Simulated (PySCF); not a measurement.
Isomers of C5H8FNO, mass 117.059 u with the commonest isotopes. Level of theory: PBE0/def2-SVPD in PySCF (dipole) on a GFN2-xTB geometry, gas phase. One conformer each, none proved a minimum here; rigid rotors.

**Question.** Order these by out-of-plane moment Σ m c² = (Ia + Ib − Ic)/2, largest first.
A. `[CH2:1]=[C:2]([F:3])[NH:4][C:5](=[O:6])[CH2:7][CH3:8]` with C1–C2–N4–C5 0°, C2–N4–C5–O6 0°, N4–C5–C7–C8 180°
B. `[O:1]=[CH:2][NH:3][C@@H:4]1[CH2:5][CH2:6][C@H:7]1[F:8]` with O1–C2–N3–C4 1°, C2–N3–C4–C5 -124°, N3–C4–C5–C6 -135°, C4–C5–C6–C7 14°, C5–C6–C7–F8 -132°, N3–C4–C7–C6 135°
C. `[CH2:1]=[CH:2][C@@H:3]([F:4])[C:5](=[O:6])[NH:7][CH3:8]` with C1–C2–C3–F4 -8°, C2–C3–C5–O6 76°, C3–C5–N7–C8 180°
D. `[H]/[N:8]=[C:7]1\[C@H:3]([O:2][CH3:1])[CH2:4][C@@H:5]1[F:6]` with C1–O2–C3–C4 -77°, O2–C3–C4–C5 -131°, C3–C4–C5–F6 133°, C4–C5–C7–N8 159°, O2–C3–C7–C5 135°

**Answer.** C (58.00 u·Å²), B (33.36 u·Å²), D (22.47 u·Å²), A (3.13 u·Å²).

**Question.** Order these by radius of gyration √(Σ m r²/M), largest first.
A. `[H]/[N:8]=[C:7]1\[C@H:3]([O:2][CH3:1])[CH2:4][C@@H:5]1[F:6]` with C1–O2–C3–C4 -77°, O2–C3–C4–C5 -131°, C3–C4–C5–F6 133°, C4–C5–C7–N8 159°, O2–C3–C7–C5 135°
B. `[O:1]=[CH:2][NH:3][C@@H:4]1[CH2:5][CH2:6][C@H:7]1[F:8]` with O1–C2–N3–C4 1°, C2–N3–C4–C5 -124°, N3–C4–C5–C6 -135°, C4–C5–C6–C7 14°, C5–C6–C7–F8 -132°, N3–C4–C7–C6 135°
C. `[CH2:1]=[C:2]([F:3])[NH:4][C:5](=[O:6])[CH2:7][CH3:8]` with C1–C2–N4–C5 0°, C2–N4–C5–O6 0°, N4–C5–C7–C8 180°

**Answer.** C (2.201 Å), B (2.056 Å), A (2.012 Å).

**Question.** Order these by dipole moment, smallest first.
A. `[CH2:1]=[CH:2][C@@H:3]([F:4])[C:5](=[O:6])[NH:7][CH3:8]` with C1–C2–C3–F4 -8°, C2–C3–C5–O6 76°, C3–C5–N7–C8 180°
B. `[CH2:1]=[C:2]([F:3])[NH:4][C:5](=[O:6])[CH2:7][CH3:8]` with C1–C2–N4–C5 0°, C2–N4–C5–O6 0°, N4–C5–C7–C8 180°
C. `[H]/[N:8]=[C:7]1\[C@H:3]([O:2][CH3:1])[CH2:4][C@@H:5]1[F:6]` with C1–O2–C3–C4 -77°, O2–C3–C4–C5 -131°, C3–C4–C5–F6 133°, C4–C5–C7–N8 159°, O2–C3–C7–C5 135°
D. `[O:1]=[CH:2][NH:3][C@@H:4]1[CH2:5][CH2:6][C@H:7]1[F:8]` with O1–C2–N3–C4 1°, C2–N3–C4–C5 -124°, N3–C4–C5–C6 -135°, C4–C5–C6–C7 14°, C5–C6–C7–F8 -132°, N3–C4–C7–C6 135°

**Answer.** A (2.50 D), B (2.99 D), C (4.41 D), D (4.85 D).

```json
{"SMILES": "[H]/N=C1/[C@@H](F)C[C@H]1OC", "point group": "C1", "Ia (u·Å²)": "135.33", "Ib (u·Å²)": "360.88", "Ic (u·Å²)": "451.25", "κ": "-0.79", "μa (D)": "3.41", "μb (D)": "1.74", "μc (D)": "2.19"}
{"SMILES": "C=C(F)NC(=O)CC", "point group": "Cs", "Ia (u·Å²)": "96.20", "Ib (u·Å²)": "473.96", "Ic (u·Å²)": "563.89", "κ": "-0.92", "μa (D)": "1.15", "μb (D)": "2.76", "μc (D)": "0.00"}
{"SMILES": "C=C[C@@H](F)C(=O)NC", "point group": "C1", "Ia (u·Å²)": "151.33", "Ib (u·Å²)": "376.56", "Ic (u·Å²)": "411.90", "κ": "-0.89", "μa (D)": "0.16", "μb (D)": "2.17", "μc (D)": "1.24"}
{"SMILES": "O=CN[C@@H]1CC[C@H]1F", "point group": "C1", "Ia (u·Å²)": "139.70", "Ib (u·Å²)": "388.58", "Ic (u·Å²)": "461.55", "κ": "-0.84", "μa (D)": "1.96", "μb (D)": "3.07", "μc (D)": "3.20"}
```
